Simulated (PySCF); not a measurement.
Te(GeH3)2 (Ge2H6Te), SMILES [GeH3][Te][GeH3]. Atoms are numbered in the order given.

```xyz
9

Te     0.0000     0.0000     1.0547
Ge     1.8470     0.0000    -0.7541
H      3.2030     0.0000    -0.0043
H      1.7287    -1.2661    -1.6438
H      1.7287     1.2661    -1.6438
Ge    -1.8470     0.0000    -0.7541
H     -3.2030     0.0000    -0.0043
H     -1.7287     1.2661    -1.6438
H     -1.7287    -1.2661    -1.6438
```

Coordinates come from a PBE-D3(BJ)/def2-SVP optimisation. The structure was generated by enumeration, and PubChem lists no compound with its InChIKey, so it may never have been made. The def2 effective core potentials stand for the cores of Te; spin–orbit coupling is left out.

Level of theory: PBE-D3(BJ)/def2-SVP (PySCF).

Frequencies are harmonic and unscaled.

```tsv
mode	ν (cm⁻¹)	IR (km/mol)	moving atoms (share of kinetic energy)
1	48	0.0	H 98 %
2	59	0.0	Ge 75 %, Te 17 %
3	60	0.0	H 99 %
4	228	9.8	Ge 61 %, Te 38 %
5	228	2.2	Ge 62 %, Te 36 %
6	462	3.0	H 96 %
7	492	0.0	H 97 %
8	495	7.2	H 95 %
9	513	1.9	H 93 %
10	754	415.5	H 98 %
11	788	141.0	H 97 %
12	834	0.0	H 99 %
13	836	54.9	H 99 %
14	847	11.4	H 99 %
15	853	65.7	H 99 %
16	2063	69.3	H 100 %
17	2067	75.3	H 100 %
18	2077	0.0	H 98 %
19	2080	180.8	H 98 %
20	2095	114.9	H 98 %
21	2096	64.9	H 98 %
```
